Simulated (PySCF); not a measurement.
C2F5 (doublet state).
Numbering: `[F:1][C:2]([F:3])[C:4]([F:5])([F:6])[F:7]`

Geometry (GFN2-xTB, Å), atoms numbered from 1 in this order:
```
atom  x, y, z in Å
F1     1.387    1.278    0.058
C2     0.797    0.186   -0.401
F3     1.631   -0.841   -0.441
C4    -0.611   -0.088    0.074
F5    -0.671   -0.405    1.382
F6    -1.146   -1.106   -0.596
F7    -1.384    0.981   -0.102
```

The hyperfine couplings belong to this conformer and change with its torsions.

The calculation used UKS B3LYP, pcH-1 on C F, non-relativistic, mean-field spin-orbit, GIAO in PySCF 2.14.0. Isolated species at its GFN2-xTB geometry, gas phase. A GFN2-xTB geometry isn't a minimum of the functional, and hyperfine couplings can be far from their values at a DFT geometry. No stability test was run, so a lower SCF solution isn't excluded.

(1) Where do the isotropic ENDOR lines of F1/F3 and F5/F6/F7 fall at 1210.2 mT, to first order?

(2) Which pairs are centred on the nuclear Larmor frequency, and which on half the coupling?

(3) At what field would the lower line of F1/F3 fall to zero frequency?

Results:

(1) For S = 1/2 in fast tumbling each set of equivalent nuclei gives two lines, ν± = |νn ± a/2| to first order, with νn = g_N μN B/h and μN/h = 7.62259 MHz/T.

| nuclei | isotope | g_N | νn (MHz) | a_iso (MHz) | lower line (MHz) | upper line (MHz) |
| --- | --- | --- | --- | --- | --- | --- |
| F1/F3 | 19F | 5.2577 | 48.50 | 210.62 | 56.81 | 153.81 |
| F5/F6/F7 | 19F | 5.2577 | 48.50 | 44.41 | 26.30 | 70.71 |

(2) Centred on νn, since |a| < 2νn: F5/F6/F7. Centred on |a|/2 and split by 2νn: F1/F3.

(3) Where νn = |a|/2, that is B = 105.31 MHz/(5.2577 × 7.62259 MHz/T) = 2630 mT, as far as first order holds there.

Class means assume fast exchange of nuclei equivalent by connectivity; if that motion is slow, each nucleus keeps its own coupling. The three 19F nuclei of mean +44.4 MHz run from -1.9 to 136.9 MHz in the frozen geometry.
